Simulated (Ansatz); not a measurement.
`BC(C)(C)F` + H₂ → `CC(C)F` + BH₃ at 600 K and 1 bar (hydrogenolysis of a C–B bond).

Calculated with Ansatz (gas phase, PBE0-D4/def2-TZVP geometries, no zero-point term in ΔE). CCSD(T)/CBS is the MP2 limit (def2-TZVPP, def2-QZVPP) plus CCSD(T) − MP2 in def2-TZVPP, frozen cores. This one scheme is used for every species.

```tsv
species	CCSD(T)/CBS energy (Eh)	H − E (kJ/mol)	S (J/(mol·K))
`BC(C)(C)F`	-243.53634	340.6	431.9
H₂	-1.17544	43.9	150.8
`CC(C)F`	-218.16942	300.9	367.4
BH₃	-26.55200	91.5	217.3
```

H − E and S are ideal-gas, rigid-rotor, harmonic terms from PBE0-D4/def2-TZVP. For small species the MP2-based limit differs from directly extrapolated CCSD(T) by up to some mEh (0.8 for H₂); such offsets cancel only in part. 1 Eh = 2625.50 kJ/mol, R = 8.31446 J/(mol·K).

Problem. By hand: ΔE, ΔH, ΔS and ΔG.

Solution. ΔE = (-218.16942) + (-26.55200) − (-243.53634) − (-1.17544) = -0.00964 Eh = -25.3 kJ/mol. Δ(H − E) = 300.9 + 91.5 − 340.6 − 43.9 = 7.9, so ΔH = -17.4 kJ/mol. ΔS = 367.4 + 217.3 − 431.9 − 150.8 = 2.0 J/(mol·K). ΔG = -17.4 − 600 × (2.0)/1000 = -18.6 kJ/mol.

Problem. By hand: the equilibrium constant, and the temperature at which ΔG would vanish if ΔH and ΔS stayed fixed.

Solution. log₁₀ K = −ΔG/(RT ln 10) = 1.6. ΔH and −TΔS have one sign here, so there is no such temperature.

The number of gas molecules stays the same, so ΔS is small and ΔH decides. A doubt of 5 kJ/mol in ΔE shifts log₁₀ K by 0.4 here. Modes under 60 cm⁻¹, often nearly free rotors, make the harmonic entropy too high. These are equilibria of isolated gas molecules and say nothing of rates. Largest T1 diagnostic: 0.010 (customary marks: 0.02 for closed shells, 0.045 for open ones).

ΔS is within the doubt of such terms, so its sign, and with it that verdict, could turn.
